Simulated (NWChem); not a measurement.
Everything below was run with NWChem. System: hexafluoropropene (C3F6), charge 0, spin multiplicity 1, at a geometry optimised with B3LYP/def2-SVP. Level: MP2/def2-SVP, 9 core orbitals frozen.

Job file:

```
start mol
memory heap 200 mb stack 900 mb global 1100 mb
geometry units angstroms nocenter noautoz noautosym
  F      2.477524    -0.289571     0.756748
  C      1.383233     0.230975     0.261319
  F      1.570237     1.445240    -0.186876
  C      0.221240    -0.432308     0.232383
  F      0.164395    -1.672587     0.726672
  C     -1.094027     0.059726    -0.306301
  F     -2.020870     0.082952     0.662146
  F     -0.988759     1.289317    -0.817391
  F     -1.542825    -0.760946    -1.266233
end
basis spherical
  * library def2-svp
end
scf
  rhf
  nopen 0
  maxiter 100
  thresh 1e-7
  semidirect memsize 60000000 filesize 0
end
mp2
  freeze core 9
end
task mp2 energy
```

Part of the output:

```
             Northwest Computational Chemistry Package (NWChem) 7.3.0
             --------------------------------------------------------

                                NWChem Input Module
                                -------------------

 Scaling coordinates for geometry "geometry" by  1.889725989
 (inverse scale =  0.529177249)

                             Geometry "geometry" -> ""
                             -------------------------

 Output coordinates in angstroms (scale by  1.889725989 to convert to a.u.)

  No.       Tag          Charge          X              Y              Z
 ---- ---------------- ---------- -------------- -------------- --------------
    1 F                    9.0000     2.47752400    -0.28957100     0.75674800
    2 C                    6.0000     1.38323300     0.23097500     0.26131900
    3 F                    9.0000     1.57023700     1.44524000    -0.18687600
    4 C                    6.0000     0.22124000    -0.43230800     0.23238300
    5 F                    9.0000     0.16439500    -1.67258700     0.72667200
    6 C                    6.0000    -1.09402700     0.05972600    -0.30630100
    7 F                    9.0000    -2.02087000     0.08295200     0.66214600
    8 F                    9.0000    -0.98875900     1.28931700    -0.81739100
    9 F                    9.0000    -1.54282500    -0.76094600    -1.26623300

 Effective nuclear repulsion energy (a.u.)     510.0974708693

            Nuclear Dipole moment (a.u.)
            ----------------------------
        X                 Y               Z
 ---------------- ---------------- ----------------
    -0.0000113384     0.0000056692     0.0000000000


 Summary of "ao basis" -> "" (spherical)
 ------------------------------------------------------------------------------
       Tag                 Description            Shells   Functions and Types
 ---------------- ------------------------------  ------  ---------------------
 *                          def2-svp                  on all atoms

 Summary of "ao basis" -> "ao basis" (spherical)
 ------------------------------------------------------------------------------
       Tag                 Description            Shells   Functions and Types
 ---------------- ------------------------------  ------  ---------------------
 F                          def2-svp                 6       14   3s2p1d
 C                          def2-svp                 6       14   3s2p1d

                                 NWChem SCF Module
                                 -----------------

  ao basis        = "ao basis"
  functions       =   126
  atoms           =     9
  closed shells   =    36
  open shells     =     0
  charge          =   0.00
  wavefunction    = RHF
  use symmetry    = F
  symmetry adapt  = F

 Summary of "ao basis" -> "ao basis" (spherical)
 ------------------------------------------------------------------------------
       Tag                 Description            Shells   Functions and Types
 ---------------- ------------------------------  ------  ---------------------
 F                          def2-svp                 6       14   3s2p1d
 C                          def2-svp                 6       14   3s2p1d

 Forming initial guess at       0.0s

      Superposition of Atomic Density Guess
      -------------------------------------

 Sum of atomic energies:        -708.62949979

      Non-variational initial energy
      ------------------------------

 Total energy =    -711.619796
[...]
 Vector   38  Occ=0.000000D+00  E= 2.144950D-01
              MO Center=  3.7D-01, -3.3D-01,  2.3D-01, r^2= 2.7D+00
   Bfn.  Coefficient  Atom+Function         Bfn.  Coefficient  Atom+Function
  ----- ------------  ---------------      ----- ------------  ---------------
    50     -0.573713  4 C  py                59     -0.544682  5 F  s
    17      0.528029  2 C  s                 22     -0.443338  2 C  py
     3     -0.399009  1 F  s                 64     -0.310813  5 F  py
    47     -0.261279  4 C  py                78     -0.245639  6 C  py
   101      0.242116  8 F  s                 49     -0.235209  4 C  px

 Vector   39  Occ=0.000000D+00  E= 2.742373D-01
              MO Center=  1.5D+00,  4.9D-01,  1.8D-01, r^2= 2.8D+00
   Bfn.  Coefficient  Atom+Function         Bfn.  Coefficient  Atom+Function
  ----- ------------  ---------------      ----- ------------  ---------------
    17      2.788197  2 C  s                 49     -1.007497  4 C  px
    31     -0.847053  3 F  s                  3     -0.661755  1 F  s
    78      0.493040  6 C  py                50     -0.430472  4 C  py
    73     -0.426583  6 C  s                 36      0.375434  3 F  py
    44     -0.331049  4 C  s                 77     -0.332060  6 C  px

 center of mass
 --------------
 x =  -0.00428070 y =   0.00118758 z =  -0.00157152

 moments of inertia (a.u.)
 ------------------
         770.334957699244         -75.216619693765        -244.035566074010
         -75.216619693765        1495.978910893791         120.555025240628
        -244.035566074010         120.555025240628        1725.993396781158

  Mulliken analysis of the total density
  --------------------------------------

    Atom       Charge   Shell Charges
 -----------   ------   -------------------------------------------------------
    1 F    9     9.25   1.99  1.13  0.79  3.34  1.98  0.01
    2 C    6     5.34   1.99  0.88  0.05  1.86  0.41  0.15
    3 F    9     9.24   1.99  1.13  0.79  3.34  1.98  0.01
    4 C    6     6.01   1.99  0.88  0.27  2.01  0.76  0.09
    5 F    9     9.30   1.99  1.13  0.81  3.33  2.03  0.01
    6 C    6     5.00   1.99  0.90 -0.09  1.76  0.24  0.20
    7 F    9     9.29   1.99  1.13  0.80  3.34  2.02  0.01
    8 F    9     9.28   1.99  1.13  0.80  3.34  2.01  0.01
    9 F    9     9.29   1.99  1.13  0.80  3.34  2.02  0.01

       Multipole analysis of the density wrt the origin
       ------------------------------------------------

     L   x y z        total         open         nuclear
     -   - - -        -----         ----         -------
     0   0 0 0     -0.000000      0.000000     72.000000

     1   1 0 0      0.415795      0.000000     -0.000011
     1   0 1 0      0.196284      0.000000      0.000006
     1   0 0 1      0.024831      0.000000      0.000000

     2   2 0 0    -36.317189      0.000000    584.258371
     2   1 1 0     -0.009036      0.000000     35.810042
     2   1 0 1     -0.530010      0.000000    116.448228
     2   0 2 0    -36.867077      0.000000    237.219447
     2   0 1 1      1.078805      0.000000    -57.175709
     2   0 0 2    -34.794364      0.000000    128.224929

                   NWChem MP2 Semi-direct Energy/Gradient Module
                   ---------------------------------------------

  Basis functions       =    126
  Molecular orbitals    =    126
  Frozen core           =      9
  Frozen virtuals       =      0
  Active alpha occupied =     27
  Active beta occupied  =     27
  Active alpha virtual  =     90
  Active beta virtual   =     90
  Use MO symmetry       = F
  Use skeleton AO sym   = F

  AO/Fock/Back tols     =   1.0D-09  1.0D-09  1.0D-09

 GA uses MA = F    GA memory limited = T

 Available:
  local mem=  1.26D+08
 global mem=  1.44D+08
 local disk=  0.00D+00
  mp2_memr nvloc                    90
  nvloc new                    90
   1 passes of  27:        3145728                      94352                  58927008.
   1 passes of  27: M    126147619           G      144147448           F     123001891.

 Semi-direct pass number   1 of   1  for RHF alpha+beta  at        4.7s
  vrange nnbf                  7129
  mp2_eaftype                   224  avail_ma_in_mb                  1099
 EAF : mp2_eaftype filesize         224   29463504.
  mp2_eaf for mointskh                    224
Node 0 wrote    138.6 Mb in      0.0 s     Agg I/O rate:  3589.3 Mb/s
 Done moints_semi at        8.0s
  mp2_eaftype                   224  avail_ma_in_mb                   875
 EAF : mp2_eaftype filesize         224   29463504.
  mp2_eaf for kh                   224
 Done maket at        8.5s
 Done multipass loop at        8.5s

          -------------------------------------------
          SCF energy                -709.612969214757
          Correlation energy          -1.474194919309
          Singlet pairs               -0.860764068463
          Triplet pairs               -0.613430850846
          Total MP2 energy          -711.087164134066
          -------------------------------------------

          ---------------------------------------------------
                    Spin Component Scaled (SCS) MP2
          Same spin pairs                     -0.408953900564
          Same spin scaling factor             0.333333333333
          Opposite spin pairs                 -1.065241018745
          Opposite spin scaling fact.          1.200000000000
          SCS-MP2 correlation energy          -1.414607189348
          Total SCS-MP2 energy              -711.027576404106
          ---------------------------------------------------

 -----------------------
 Performance information
 -----------------------

 Timer overhead =  1.61D-07 seconds/call

               Nr. of calls         CPU time (s)                 Wall time (s)                GFlops
             ---------------    -------------------     ------------------------------   -------------------
Name         Min   Avg   Max    Min     Avg     Max     Min     Avg     Max   Mx/calls   Min     Max     Sum
mp2: moin     1     1     1    3.3     3.3     3.3      3.3     3.3     3.3     3.3      0.0     0.0     0.0
mp2: make     1     1     1   0.52    0.52    0.52     0.52    0.52    0.52    0.52      0.0     0.0     0.0
mp2: tota     1     1     1    3.9     3.9     3.9      3.9     3.9     3.9     3.9      0.0     0.0     0.0

 The average no. of pstat calls per process was 3.00D+00
 with a timing overhead of 4.82D-07s

 Task  times  cpu:        8.5s     wall:        8.5s

 Total times  cpu:        8.5s     wall:        8.5s
```
